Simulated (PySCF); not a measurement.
H10N2Si3, SMILES [SiH3][SiH2]N[SiH2]N.

Geometry: PBE0-D3(BJ)/def2-SVP. The structure was generated by enumeration, and PubChem lists no compound with its InChIKey, so it may never have been made. Other conformers were not sampled.

Two levels are set side by side: TDA-PBE/def2-SVPD (PySCF) and TDA-M06-2X/def2-SVPD (PySCF). Vertical, same geometry. The lowest singlet is HOMO→LUMO 98 % with PBE and HOMO→LUMO 77 %, HOMO→LUMO+1 14 % with the other functional; states are paired by order. Differences are taken from unrounded values.

```tsv
quantity	TDA-M06-2X	TDA-PBE	TDA-PBE minus TDA-M06-2X
lowest singlet excitation (eV)	5.99	5.16	-0.83
lowest triplet excitation (TDA) (eV)	5.61	4.85	-0.75
first bright state (f over 0.05) (eV)	7.10	6.04	-1.05
its oscillator strength	0.11	0.10	-0.01
```

A lower first singlet is the usual sign of a functional without exact exchange. Differences between two approximate levels are no errors against the true value.

Rough cost on one machine, each run with all the roots and properties that it gave: TDA-M06-2X against TDA-PBE about 10 times.
